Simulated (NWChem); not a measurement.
System: SiH4S2; SMILES S[SiH2]S

The following NWChem deck was run.

```
start job
memory heap 200 mb stack 900 mb global 1100 mb
geometry units angstroms noautosym nocenter noautoz
  Si     0.000000     0.000000    -0.722600
  S      1.824916     0.051381     0.426483
  S     -1.824916    -0.051381     0.426483
  H      0.102166     1.220343    -1.557501
  H     -0.102166    -1.220343    -1.557501
  H      1.628297    -1.111258     1.086723
  H     -1.628297     1.111258     1.086723
end
basis spherical
  * library def2-svp
end
dft
  xc m05-2x
  iterations 150
end
cosmo
  do_cosmo_smd true
  solvent dioxane
end
task dft energy
```

NWChem printed, in part:

```
             Northwest Computational Chemistry Package (NWChem) 7.3.0
             --------------------------------------------------------

                             Geometry "geometry" -> ""
                             -------------------------

 Output coordinates in angstroms (scale by  1.889725989 to convert to a.u.)

  No.       Tag          Charge          X              Y              Z
 ---- ---------------- ---------- -------------- -------------- --------------
    1 Si                  14.0000     0.00000000     0.00000000    -0.72260000
    2 S                   16.0000     1.82491600     0.05138100     0.42648300
    3 S                   16.0000    -1.82491600    -0.05138100     0.42648300
    4 H                    1.0000     0.10216600     1.22034300    -1.55750100
    5 H                    1.0000    -0.10216600    -1.22034300    -1.55750100
    6 H                    1.0000     1.62829700    -1.11125800     1.08672300
    7 H                    1.0000    -1.62829700     1.11125800     1.08672300

 Effective nuclear repulsion energy (a.u.)     192.0891869369

                                 NWChem DFT Module
                                 -----------------

 Summary of "ao basis" -> "ao basis" (spherical)
 ------------------------------------------------------------------------------
       Tag                 Description            Shells   Functions and Types
 ---------------- ------------------------------  ------  ---------------------
 Si                         def2-svp                 8       18   4s3p1d
 S                          def2-svp                 8       18   4s3p1d
 H                          def2-svp                 3        5   2s1p

 in cosmo_initialize ...
 calling solv_data for solv:dioxane

 solvent parameters
 solvname_short: dioxane
 solvname_long:  1,4-dioxane
 dielec:        2.2099
 dielecinf:     2.0232
 nonaqueous SMD model solvent descriptors
 dielec:        2.2099
 sola:          0.0000
 solb:          0.6400
 solc:          0.0000
 solg:         47.1400
 solh:          0.0000
 soln:          1.4224

          ---------------
          -cosmo- solvent
          ---------------
 Cosmo: York-Karplus, doi: 10.1021/jp992097l
 dielectric constant -eps-     =   2.21
 screen = (eps-1)/(eps    )    =   0.54749
 surface charge correction     = lagrangian

   van der Waals surface
 --------------------------

 ---------- ATOMIC COORDINATES (A.U.) ------------ VDWR(ANG.) --
     1    0.00000000    0.00000000   -1.36551600     2.470
     2    3.44859119    0.09709601    0.80593601     2.490
     3   -3.44859119   -0.09709601    0.80593601     2.490
     4    0.19306575    2.30611388   -2.94325012     1.200
     5   -0.19306575   -2.30611388   -2.94325012     1.200
     6    3.07703516   -2.09997312    2.05360870     1.200
     7   -3.07703516    2.09997312    2.05360870     1.200
 number of segments per atom =        128
 number of   points per atom =        128
 atom (   nspa,  nppa )
 ----------------------
    1 (     62,     0 )       0
    2 (     95,     0 )       0
    3 (     95,     0 )       0
    4 (     31,     0 )       0
    5 (     31,     0 )       0
    6 (     20,     0 )       0
    7 (     20,     0 )       0
 number of -cosmo- surface points =      354
 molecular surface =    150.188 angstrom**2
 molecular volume  =    145.067 angstrom**3
 -lineq- algorithm             =   0
 -bem- low  level              =   3
 -bem- from -octahedral-
 gaussian surface charge width =   4.50000
 degree of switching           =   1.00000
 switching function tolerance  =   0.00010
 atomic radii =
 --------------
    1 14.000  2.470
    2 16.000  2.490
    3 16.000  2.490
    4  1.000  1.200
    5  1.000  1.200
    6  1.000  1.200
    7  1.000  1.200
 ...... end of -cosmo- initialization ......

 nat:                     7
 ixmem:                  2814
 calling mnsol_interface()
 G(SMD-CDS) energy (kcal/mol)  =    -1.457
 SMD-CDS SASA (angstrom**2)    =   140.134

            General Information
            -------------------
          SCF calculation type: DFT
          Wavefunction type:  closed shell.
          No. of atoms     :     7
          No. of electrons :    50
           Alpha electrons :    25
            Beta electrons :    25
          Charge           :     0
          Spin multiplicity:     1
          Use of symmetry is: off; symmetry adaption is: off
          Maximum number of iterations: 150
          AO basis - number of functions:    74
                     number of shells:    36
          Convergence on energy requested:  1.00D-06
          Convergence on density requested:  1.00D-05
          Convergence on gradient requested:  5.00D-04

              XC Information
              --------------
                       M05-2X Method XC Functional
                     Hartree-Fock (Exact) Exchange  0.560
                M05-2X metaGGA Exchange Functional  0.440
                      M05-2X Correlation Potential  1.000

             Grid Information
             ----------------
          Grid used for XC integration:  medium
          Radial quadrature: Mura-Knowles
          Angular quadrature: Lebedev.
          Tag              B.-S. Rad. Rad. Pts. Rad. Cut. Ang. Pts.
          ---              ---------- --------- --------- ---------
          Si                  1.10       88           8.0       590
          S                   1.00       88          10.0       590
          H                   0.35       45          11.0       434
          Grid pruning is: on
          Number of quadrature shells:   444
          Spatial weights used:  Erf1

      Superposition of Atomic Density Guess
      -------------------------------------

 Sum of atomic energies:       -1085.43029726

      Non-variational initial energy
      ------------------------------

 Total energy =   -1086.249279
 1-e energy   =   -1884.071963
 2-e energy   =     605.733497
 HOMO         =      -0.303189
 LUMO         =       0.075120

   convergence    iter        energy       DeltaE   RMS-Dens  Diis-err
 ---------------- ----- ----------------- --------- --------- ---------
     COSMO gas phase
 d= 0,ls=0.0,diis     1  -1087.9262330006 -1.28D+03  9.09D-03  3.11D-01
 d= 0,ls=0.0,diis     2  -1087.9560739676 -2.98D-02  4.55D-03  7.88D-02
 d= 0,ls=0.0,diis     3  -1087.9683761003 -1.23D-02  1.20D-03  7.19D-03
 d= 0,ls=0.0,diis     4  -1087.9695660180 -1.19D-03  1.83D-04  1.71D-04
 d= 0,ls=0.0,diis     5  -1087.9695965135 -3.05D-05  5.27D-05  7.82D-06
  Resetting Diis
 d= 0,ls=0.0,diis     6  -1087.9695983176 -1.80D-06  8.60D-06  2.06D-07
 d= 0,ls=0.0,diis     7  -1087.9695983580 -4.04D-08  2.27D-06  1.04D-08

   convergence    iter        energy       DeltaE   RMS-Dens  Diis-err
 ---------------- ----- ----------------- --------- --------- ---------
     COSMO solvation phase
 d= 0,ls=0.0,diis     1  -1087.9744896725 -4.89D-03  6.16D-04  4.49D-04
 d= 0,ls=0.0,diis     2  -1087.9746287871 -1.39D-04  1.74D-04  1.07D-04
 d= 0,ls=0.0,diis     3  -1087.9746448872 -1.61D-05  6.19D-05  8.76D-06
 d= 0,ls=0.0,diis     4  -1087.9746467177 -1.83D-06  1.55D-05  6.78D-07
 d= 0,ls=0.0,diis     5  -1087.9746468470 -1.29D-07  3.60D-06  3.96D-08

         Total DFT energy =    -1087.974646846977
      One electron energy =    -1885.841701870679
           Coulomb energy =      679.652270300712
    Exchange-Corr. energy =      -73.765445867505
 Nuclear repulsion energy =      192.089186936865

             COSMO energy =       -0.108956346369

 Numeric. integr. density =       50.000004878637

                                COSMO-SMD solvation results
                                ---------------------------

             internal energy in gas <Psi(g)|H|Psi(g)> =     -1087.969598357970
         internal energy in solvent <Psi(s)|H|Psi(s)> =     -1087.969430625295
                               delta internal energy  =         0.000167732675 (    0.11 kcal/mol)
   total free energy in solvent <Psi(s)|H+V/2|Psi(s)> =     -1087.972324580841
 polarization energy contribution <Psi(s)|V/2|Psi(s)> =        -0.002893955546 (   -1.82 kcal/mol)
    total free energy in solvent including G(SMD-CDS) =     -1087.974646846977
                       G(SMD-CDS) energy contribution =        -0.002322266136 (   -1.46 kcal/mol)
     1 M fixed-concentration free energy of solvation =        -0.005048489007 (   -3.17 kcal/mol)

                       DFT Final Molecular Orbital Analysis
                       ------------------------------------

 Vector   23  Occ=2.000000D+00  E=-3.790089D-01
              MO Center= -3.4D-08, -8.9D-10,  1.8D-01, r^2= 5.0D+00
   Bfn.  Coefficient  Atom+Function         Bfn.  Coefficient  Atom+Function
  ----- ------------  ---------------      ----- ------------  ---------------
    29      0.253499  2 S  px                47      0.253499  3 S  px
    26      0.208453  2 S  px                44      0.208453  3 S  px
     8     -0.197667  1 Si px                22      0.179748  2 S  s
    40     -0.179748  3 S  s                 30      0.175190  2 S  py
    48      0.175190  3 S  py                27      0.147596  2 S  py

 Vector   24  Occ=2.000000D+00  E=-3.259162D-01
              MO Center=  3.8D-08, -4.5D-09,  3.3D-01, r^2= 4.6D+00
   Bfn.  Coefficient  Atom+Function         Bfn.  Coefficient  Atom+Function
  ----- ------------  ---------------      ----- ------------  ---------------
    31      0.371018  2 S  pz                49      0.371018  3 S  pz
    28      0.255656  2 S  pz                30      0.254814  2 S  py
    46      0.255656  3 S  pz                48     -0.254814  3 S  py
    27      0.166020  2 S  py                45     -0.166020  3 S  py
    25      0.145554  2 S  pz                43      0.145554  3 S  pz

 Vector   25  Occ=2.000000D+00  E=-3.116963D-01
              MO Center= -6.9D-08, -5.9D-10,  3.1D-01, r^2= 4.8D+00
   Bfn.  Coefficient  Atom+Function         Bfn.  Coefficient  Atom+Function
  ----- ------------  ---------------      ----- ------------  ---------------
    29      0.330231  2 S  px                47      0.330231  3 S  px
    31     -0.270045  2 S  pz                49      0.270045  3 S  pz
    26      0.224565  2 S  px                44      0.224565  3 S  px
    28     -0.186042  2 S  pz                46      0.186042  3 S  pz
    30     -0.185107  2 S  py                48     -0.185107  3 S  py

 Vector   26  Occ=0.000000D+00  E= 5.446435D-02
              MO Center= -3.1D-09,  8.5D-11, -1.1D-01, r^2= 4.2D+00
   Bfn.  Coefficient  Atom+Function         Bfn.  Coefficient  Atom+Function
  ----- ------------  ---------------      ----- ------------  ---------------
    13      0.917617  1 Si pz                 3      0.594858  1 Si s
    29      0.562905  2 S  px                47     -0.562906  3 S  px
     4      0.398654  1 Si s                 22     -0.294494  2 S  s
    40     -0.294494  3 S  s                  2      0.257809  1 Si s
    10      0.256483  1 Si pz                26      0.191864  2 S  px

 Vector   27  Occ=0.000000D+00  E= 6.754779D-02
              MO Center= -3.0D-09,  1.6D-09, -3.7D-01, r^2= 5.3D+00
   Bfn.  Coefficient  Atom+Function         Bfn.  Coefficient  Atom+Function
  ----- ------------  ---------------      ----- ------------  ---------------
    11      1.182947  1 Si px                22     -0.807515  2 S  s
    40      0.807515  3 S  s                 66      0.541836  6 H  s
    71     -0.541836  7 H  s                 30      0.328664  2 S  py
    48      0.328664  3 S  py                29      0.323052  2 S  px
    47      0.323052  3 S  px                31      0.198392  2 S  pz

 Vector   28  Occ=0.000000D+00  E= 7.350249D-02
              MO Center=  4.3D-08, -1.7D-08,  4.7D-01, r^2= 5.8D+00
   Bfn.  Coefficient  Atom+Function         Bfn.  Coefficient  Atom+Function
  ----- ------------  ---------------      ----- ------------  ---------------
    66      0.764227  6 H  s                 71      0.764227  7 H  s
    22     -0.609404  2 S  s                 40     -0.609404  3 S  s
     3     -0.596442  1 Si s                 13      0.584072  1 Si pz
    30      0.448655  2 S  py                48     -0.448655  3 S  py
    56      0.362658  4 H  s                 61      0.362658  5 H  s

     Multipole analysis of the density
     ---------------------------------

     L   x y z        total         alpha         beta         nuclear
     -   - - -        -----         -----         ----         -------
     0   0 0 0     -0.000000    -25.000000    -25.000000     50.000000

     1   1 0 0     -0.000000     -0.000000     -0.000000      0.000000
     1   0 1 0     -0.000000     -0.000000     -0.000000      0.000000
     1   0 0 1      0.052807     -2.420319     -2.420319      4.893445

     2   2 0 0    -34.934669   -217.257254   -217.257254    399.579838
     2   1 1 0     -2.476313     -0.579208     -0.579208     -1.317897
     2   1 0 1      0.000000      0.000000      0.000000      0.000000
     2   0 2 0    -29.083010    -24.420395    -24.420395     19.757781
     2   0 1 1     -0.000000     -0.000000     -0.000000      0.000000
     2   0 0 2    -29.992981    -51.321484    -51.321484     72.649986
```

Level: M05-2X/def2-SVP, SMD on the gas-phase geometry. Structure relaxed at the B3LYP/6-31G* (spherical d) level. Solvent: 1,4-dioxane.
